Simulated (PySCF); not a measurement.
## Calculated data, B$_{2}$FHO, B$_{2}$H$_{3}$OSi, BFO, BH$_{3}$NOSi and others

Computed with PySCF 2.14.0. Calculation on a computer-drawn molecule: the log of a Hartree-Fock and frozen-core CCSD(T) single point meant for a local Hartree-Fock minimum, with one planted fault or none, to be diagnosed. Offsets are logged minus clean, where the clean run is the same molecule without the fault. The reference is restricted for singlets and unrestricted otherwise, and also for a bond in bohr or an excited solution. Adding or removing an electron swaps singlet and doublet. The excited solution moves the top pair (singlet) or top alpha electron (doublet) to the lowest empty orbital. Highest occupied and lowest empty are orbital energies over both spins, largest force is the largest gradient component, triples share is (T) over the correlation energy, the T1 limit is 0.02 restricted and 0.045 unrestricted, electrons count all cores, a negative frequency is imaginary (commonest isotopes), and the dipole is about the centre of nuclear charge.

Common to all runs: logged SCF converged yes; possible faults no fault, one electron removed, one electron added, multiplicity raised by two, geometry at a saddle point, SCF held on an excited solution, minimal basis STO-3G, one bond length entered in bohr, all coordinates scaled.

(1) 
```xyz
5
formula=B2FHO meant_charge=0 meant_multiplicity=1 meant_basis=cc-pVDZ logged_electrons=28 logged_basis_functions=61 logged_spin_squared=0 logged_highest_occupied=-13.922 logged_lowest_empty=0.9603 logged_largest_force=1.029e-05 logged_lowest_frequency=209.57 logged_T1_diagnostic=0.019942 logged_D1_diagnostic=0.060863 logged_triples_share=0.027433 logged_CC_converged=yes logged_dipole_magnitude=2.8423 logged_SCF_stable_within_its_kind=yes logged_energy_HF=-224.35309 logged_energy_CCSD(T)=-224.90678 planted_fault=no_fault HF_energy_offset_from_clean_run=0 CCSD(T)_energy_offset_from_clean_run=0
O     -3.5943    -0.7563     1.5147
B     -2.8982    -0.5505     0.5775
B     -1.8681    -0.3096    -0.7714
F     -1.9160     0.8465    -1.4047
H     -1.1093    -1.1437    -1.1619
```

Units: logged_highest_occupied, logged_lowest_empty in eV; logged_largest_force in hartree/bohr; logged_lowest_frequency in cm⁻¹; logged_dipole_magnitude in debye; logged_energy_HF, logged_energy_CCSD(T) in hartree; HF_energy_offset_from_clean_run, CCSD(T)_energy_offset_from_clean_run in kcal/mol.

Drawn bonds:
```csv
atom,other atom,order
1,2,2
2,3,1
3,4,1
3,5,1
```

(2) 
```xyz
5
formula=B2FHO meant_charge=0 meant_multiplicity=1 meant_basis=cc-pVDZ logged_electrons=29 logged_basis_functions=61 logged_spin_squared=0.7598 logged_highest_occupied=-0.41202 logged_lowest_empty=8.8318 logged_largest_force=0.062853 logged_T1_diagnostic=0.017041 logged_D1_diagnostic=0.053796 logged_triples_share=0.025316 logged_CC_converged=yes logged_dipole_magnitude=1.3639 logged_SCF_stable_within_its_kind=yes logged_energy_HF=-224.3417 logged_energy_CCSD(T)=-224.89973 planted_fault=one_electron_added HF_energy_offset_from_clean_run=7.146 CCSD(T)_energy_offset_from_clean_run=4.424
O     -3.5943    -0.7563     1.5147
B     -2.8982    -0.5505     0.5775
B     -1.8681    -0.3096    -0.7714
F     -1.9160     0.8465    -1.4047
H     -1.1093    -1.1437    -1.1619
```

Units: logged_highest_occupied, logged_lowest_empty in eV; logged_largest_force in hartree/bohr; logged_dipole_magnitude in debye; logged_energy_HF, logged_energy_CCSD(T) in hartree; HF_energy_offset_from_clean_run, CCSD(T)_energy_offset_from_clean_run in kcal/mol.

Drawn bonds:
```csv
atom,other atom,order
1,2,2
2,3,1
3,4,1
3,5,1
```

(3) 
```xyz
7
formula=B2H3OSi meant_charge=1 meant_multiplicity=1 meant_basis=cc-pV(D+d)Z logged_electrons=34 logged_basis_functions=80 logged_spin_squared=0 logged_highest_occupied=-17.88 logged_lowest_empty=-7.336 logged_largest_force=2.568e-05 logged_lowest_frequency=-206.93 logged_T1_diagnostic=0.021528 logged_D1_diagnostic=0.069527 logged_triples_share=0.032359 logged_CC_converged=yes logged_dipole_magnitude=9.002 logged_SCF_stable_within_its_kind=yes logged_energy_HF=-414.6192 logged_energy_CCSD(T)=-415.07714 planted_fault=geometry_at_a_saddle_point HF_energy_offset_from_clean_run=4.604 CCSD(T)_energy_offset_from_clean_run=5.493
O     -2.9345    -0.3602     0.0000
B     -1.8787     0.1642     0.0000
B     -0.3099     0.7894     0.0000
Si     1.3118    -0.5219     0.0000
H     -0.0414     1.9454     0.0000
H      2.6951    -0.0376     0.0000
H      1.1577    -1.9793     0.0000
```

Units: logged_highest_occupied, logged_lowest_empty in eV; logged_largest_force in hartree/bohr; logged_lowest_frequency in cm⁻¹; logged_dipole_magnitude in debye; logged_energy_HF, logged_energy_CCSD(T) in hartree; HF_energy_offset_from_clean_run, CCSD(T)_energy_offset_from_clean_run in kcal/mol.

Drawn bonds:
```csv
atom,other atom,order
1,2,2
2,3,1
3,4,1
3,5,1
4,6,1
4,7,1
```

Notes: T1 above single-reference limit.

(4) 
```xyz
3
formula=BFO meant_charge=0 meant_multiplicity=1 meant_basis=cc-pVDZ logged_electrons=22 logged_basis_functions=42 logged_spin_squared=0 logged_highest_occupied=-14.241 logged_lowest_empty=4.0575 logged_largest_force=2.051e-05 logged_lowest_frequency=541.63 logged_T1_diagnostic=0.016685 logged_D1_diagnostic=0.042644 logged_triples_share=0.024691 logged_CC_converged=yes logged_dipole_magnitude=2.1231 logged_SCF_stable_within_its_kind=yes logged_energy_HF=-199.08343 logged_energy_CCSD(T)=-199.54165 planted_fault=no_fault HF_energy_offset_from_clean_run=0 CCSD(T)_energy_offset_from_clean_run=0
O     -0.2598    -0.4274    -2.0353
B      0.4432    -0.1228    -2.9431
F      1.2014     0.2057    -3.9221
```

Units: logged_highest_occupied, logged_lowest_empty in eV; logged_largest_force in hartree/bohr; logged_lowest_frequency in cm⁻¹; logged_dipole_magnitude in debye; logged_energy_HF, logged_energy_CCSD(T) in hartree; HF_energy_offset_from_clean_run, CCSD(T)_energy_offset_from_clean_run in kcal/mol.

Drawn bonds:
```csv
atom,other atom,order
1,2,2
2,3,1
```

(5) 
```xyz
7
formula=BH3NOSi meant_charge=0 meant_multiplicity=2 meant_basis=cc-pV(D+d)Z logged_electrons=37 logged_basis_functions=80 logged_spin_squared=0.7537 logged_highest_occupied=-9.4124 logged_lowest_empty=1.039 logged_largest_force=0.034852 logged_T1_diagnostic=0.019199 logged_D1_diagnostic=0.059046 logged_triples_share=0.031127 logged_CC_converged=yes logged_dipole_magnitude=4.5726 logged_SCF_stable_within_its_kind=yes logged_energy_HF=-444.75197 logged_energy_CCSD(T)=-445.30468 planted_fault=all_coordinates_scaled,by_+2.3_% HF_energy_offset_from_clean_run=2.644 CCSD(T)_energy_offset_from_clean_run=-0.7219
O     -1.6370    -1.2114     2.2220
B     -0.8424    -0.3469     1.8786
N      0.0797     0.6588     1.4806
Si     0.5592     2.1271     2.3956
H      0.5690     0.4639     0.5978
H     -0.4308     2.2759     3.5283
H      0.5371     3.3250     1.4671
```

Units: logged_highest_occupied, logged_lowest_empty in eV; logged_largest_force in hartree/bohr; logged_dipole_magnitude in debye; logged_energy_HF, logged_energy_CCSD(T) in hartree; HF_energy_offset_from_clean_run, CCSD(T)_energy_offset_from_clean_run in kcal/mol.

Drawn bonds:
```csv
atom,other atom,order
1,2,2
2,3,1
3,4,1
3,5,1
4,6,1
4,7,1
```

(6) 
```xyz
7
formula=BH3NOSi meant_charge=0 meant_multiplicity=2 meant_basis=cc-pV(D+d)Z logged_electrons=37 logged_basis_functions=80 logged_spin_squared=0.7819 logged_highest_occupied=-3.8766 logged_lowest_empty=-1.6153 logged_largest_force=0.040134 logged_dipole_magnitude=4.169 logged_SCF_stable_within_its_kind=no logged_energy_HF=-444.5673 planted_fault=SCF_held_on_an_excited_solution HF_energy_offset_from_clean_run=118.5
O     -1.6002    -1.1842     2.1721
B     -0.8235    -0.3391     1.8364
N      0.0779     0.6440     1.4473
Si     0.5466     2.0793     2.3418
H      0.5562     0.4534     0.5844
H     -0.4211     2.2247     3.4490
H      0.5250     3.2502     1.4341
```

Units: logged_highest_occupied, logged_lowest_empty in eV; logged_largest_force in hartree/bohr; logged_dipole_magnitude in debye; logged_energy_HF in hartree; HF_energy_offset_from_clean_run in kcal/mol.

Drawn bonds:
```csv
atom,other atom,order
1,2,2
2,3,1
3,4,1
3,5,1
4,6,1
4,7,1
```

Notes: coupled-cluster numbers left out as unreliable.

(7) 
```xyz
6
formula=BH2O2Si meant_charge=0 meant_multiplicity=2 meant_basis=cc-pV(D+d)Z logged_electrons=38 logged_basis_functions=75 logged_spin_squared=0 logged_highest_occupied=-0.95585 logged_lowest_empty=8.6564 logged_largest_force=0.081413 logged_T1_diagnostic=0.016218 logged_D1_diagnostic=0.046241 logged_triples_share=0.02731 logged_CC_converged=yes logged_dipole_magnitude=3.0734 logged_SCF_stable_within_its_kind=yes logged_energy_HF=-464.61345 logged_energy_CCSD(T)=-465.19176 planted_fault=one_electron_added HF_energy_offset_from_clean_run=-0.4118 CCSD(T)_energy_offset_from_clean_run=-17.89
O     -2.8479    -2.8799    -0.1982
B     -1.7033    -2.5379    -0.2658
O     -0.4524    -2.1806    -0.3362
Si     0.5749    -0.8611    -0.4970
H      1.9411    -1.3837    -0.3158
H      0.3815    -0.2771    -1.8402
```

Units: logged_highest_occupied, logged_lowest_empty in eV; logged_largest_force in hartree/bohr; logged_dipole_magnitude in debye; logged_energy_HF, logged_energy_CCSD(T) in hartree; HF_energy_offset_from_clean_run, CCSD(T)_energy_offset_from_clean_run in kcal/mol.

Drawn bonds:
```csv
atom,other atom,order
1,2,2
2,3,1
3,4,1
4,5,1
4,6,1
```

(8) 
```xyz
6
formula=BH2O2Si meant_charge=0 meant_multiplicity=2 meant_basis=cc-pV(D+d)Z logged_electrons=37 logged_basis_functions=75 logged_spin_squared=1.1186 logged_highest_occupied=-10.193 logged_lowest_empty=0.29946 logged_largest_force=0.021979 logged_T1_diagnostic=0.040969 logged_D1_diagnostic=0.17567 logged_triples_share=0.02983 logged_CC_converged=yes logged_dipole_magnitude=4.2891 logged_SCF_stable_within_its_kind=yes logged_energy_HF=-464.52092 logged_energy_CCSD(T)=-465.06637 planted_fault=one_bond_length_entered_in_bohr,row_5_of_the_drawn_bonds HF_energy_offset_from_clean_run=57.65 CCSD(T)_energy_offset_from_clean_run=60.8
O     -2.8479    -2.8799    -0.1982
B     -1.7033    -2.5379    -0.2658
O     -0.4524    -2.1806    -0.3362
Si     0.5749    -0.8611    -0.4970
H      1.9411    -1.3837    -0.3158
H      0.2094     0.2425    -3.0352
```

Units: logged_highest_occupied, logged_lowest_empty in eV; logged_largest_force in hartree/bohr; logged_dipole_magnitude in debye; logged_energy_HF, logged_energy_CCSD(T) in hartree; HF_energy_offset_from_clean_run, CCSD(T)_energy_offset_from_clean_run in kcal/mol.

Drawn bonds:
```csv
atom,other atom,order
1,2,2
2,3,1
3,4,1
4,5,1
4,6,1
```
